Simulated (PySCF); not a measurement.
**EPR parameters of C7H8N**

C₇H₈N (doublet state).
Geometry (GFN2-xTB, Å), atoms numbered from 1 in this order:
```
atom  x, y, z in Å
C1     2.254   -0.262    0.658
C2     1.629    0.025   -0.646
C3     0.143    0.057   -0.350
C4    -0.608   -1.114   -0.318
C5    -1.947   -1.038    0.029
N6    -2.558    0.093    0.339
C7    -1.846    1.206    0.307
C8    -0.502    1.246   -0.023
H9     2.413    0.532    1.363
H10    2.299   -1.272    1.018
H11    1.947    0.991   -1.040
H12    1.843   -0.759   -1.374
H13   -0.159   -2.065   -0.561
H14   -2.563   -1.926    0.062
H15   -2.383    2.111    0.559
H16    0.032    2.184   -0.033
```

The hyperfine couplings belong to this conformer and change with its torsions.

The species is `[CH2]Cc1ccncc1` [radical].

Computed, not measured: UKS B3LYP, pcH-1 on C H N, non-relativistic, mean-field spin-orbit, GIAO (PySCF). One conformer (not necessarily the lowest) at the GFN2-xTB geometry, without solvent, vibrations or thermal averaging. Couplings are sensitive to structure, and on GFN2-xTB geometries they can be far from those on DFT ones. The SCF solution wasn't tested for stability.

```json
{"g1, g2, g3": "2.00222, 2.00273, 2.00278", "g_iso": "2.00257", "Form of g": "close to axial: the two nearest values differ by 9 % of g3 − g1", "⟨S²⟩": "0.7540 (exact 0.7500)", "α and β electrons": "29, 28", "HOMO–LUMO gap, α and β orbitals": "5.12, 4.99 eV"}
```

Hyperfine couplings atom by atom, in mT; T1 to T3 are the principal values of the dipolar part; ρ(0) is the spin density at the nucleus (MHz turned into mT with g_iso):

| atom | isotope | a_iso | T1 | T2 | T3 | Mulliken spin population | ρ(0) (bohr⁻³) |
| --- | --- | --- | --- | --- | --- | --- | --- |
| C1 | 13C | 3.57 | -2.88 | -2.85 | 5.74 | 1.06 | 0.0891 |
| C2 | 13C | -0.98 | -0.10 | 0.02 | 0.08 | -0.08 | -0.0244 |
| C3 | 13C | 2.94 | -0.29 | -0.17 | 0.45 | 0.02 | 0.0734 |
| C4 | 13C | 0.04 | -0.11 | -0.06 | 0.17 | 0.03 | 0.0009 |
| C5 | 13C | -0.05 | -0.08 | 0.02 | 0.06 | -0.01 | -0.0013 |
| N6 | 14N | 0.04 | -0.04 | -0.04 | 0.08 | 0.02 | 0.0038 |
| C7 | 13C | -0.04 | -0.08 | 0.02 | 0.06 | -0.01 | -0.0011 |
| C8 | 13C | 0.04 | -0.11 | -0.06 | 0.17 | 0.03 | 0.0009 |
| H9 | 1H | -2.13 | -1.38 | -0.02 | 1.40 | -0.04 | -0.0133 |
| H10 | 1H | -2.12 | -1.38 | -0.02 | 1.40 | -0.04 | -0.0133 |
| H11 | 1H | 1.09 | -0.18 | -0.15 | 0.34 | 0.01 | 0.0068 |
| H12 | 1H | 1.12 | -0.18 | -0.15 | 0.34 | 0.01 | 0.0070 |
| H13 | 1H | -0.05 | -0.08 | -0.04 | 0.12 | 0.00 | -0.0003 |
| H14 | 1H | 0.05 | -0.03 | -0.01 | 0.04 | 0.00 | 0.0003 |
| H15 | 1H | 0.05 | -0.03 | -0.01 | 0.04 | 0.00 | 0.0003 |
| H16 | 1H | -0.05 | -0.07 | -0.03 | 0.10 | 0.00 | -0.0003 |

The largest Mulliken spin populations are on C1 (+1.06) and C2 (-0.08). C1 is the only atom above +0.15. The positive populations add up to 1.19 and the negative ones to -0.19, together 2S = 1. The angles at C1 add up to 357.8°, so it is nearly planar; its axial dipolar tensor and the negative couplings of its protons fit spin in a p orbital normal to that plane.

Axes: g2 points within 11° of the C1–C2 bond.

Under fast tumbling the dipolar parts average out, and these isotropic splittings remain: 2 × 1H (H9/H10, I = 1/2, 3 lines) with 2.13 mT, 2 × 1H (H11/H12, I = 1/2, 3 lines) with 1.10 mT, 2 × 1H (H14/H15, I = 1/2, 3 lines) with 0.05 mT, 2 × 1H (H13/H16, I = 1/2, 3 lines) with 0.05 mT and 1 × 14N (N6, I = 1, 3 lines) with 0.04 mT.

Nuclei that the bonding pattern makes equivalent are averaged, as if the motion that swaps them (rotation, inversion, ring flip) were fast.

The 13C coupling of C1 (100.2 MHz) shows only in satellite lines or after enrichment, since that isotope makes up about 1.07 % of natural carbon.

Examples of negative spin density at the nucleus (bohr⁻³): C2 (-0.0244), H9/H10 (-0.0133) and C5/C7 (-0.0012).

Time: 51 s. Hardware: Arm Neoverse V2, one thread, shared host.
